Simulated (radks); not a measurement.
Dipole-allowed excitations along the series with 78 electrons in [Xe] 4f14 5d10. Calculated with a radial shooting solver on a logarithmic mesh with Libxc functionals: scalar-relativistic Kohn-Sham, LDA (Slater exchange, VWN5 correlation), spin-unpolarised, spherical densities, finite nucleus; Fermi nuclear charge, rms radius of each element as measured or else 0.836 A^(1/3) + 0.57 fm. Time-dependent linear response with the Hartree and adiabatic LDA kernel, continuum included through the Sternheimer equations, no spin-orbit coupling, so fine structure and intercombination lines are absent. Lines are the poles of the dipole polarisability below minus the highest occupied eigenvalue, found on a grid refined at the orbital gaps; the lowest seven at most are given, and weak or close lines can be missed. The first line takes the name of the lowest orbital gap if no other gap lies below it; otherwise a line is named after a gap within 0.6 % of it, if that gap stands alone.

| species | -e(HOMO) (eV) | lowest orbital gap (eV) | first line (eV) | f | strongest line (eV) | its f | static alpha (bohr^3) |
|---|---|---|---|---|---|---|---|
| Au+ | 15.624 | 5d-6p 8.743 | 9.417 (5d-6p) | 0.698 | the first | 0.698 | 14.24 |
| Hg2+ | 29.081 | 5d-6p 14.024 | 14.852 (5d-6p) | 0.875 | the first | 0.875 | 8.157 |
| Tl3+ | 44.610 | 5d-6p 19.870 | 20.796 (5d-6p) | 0.994 | 35.719 (unassigned) | 1.37 | 5.377 |
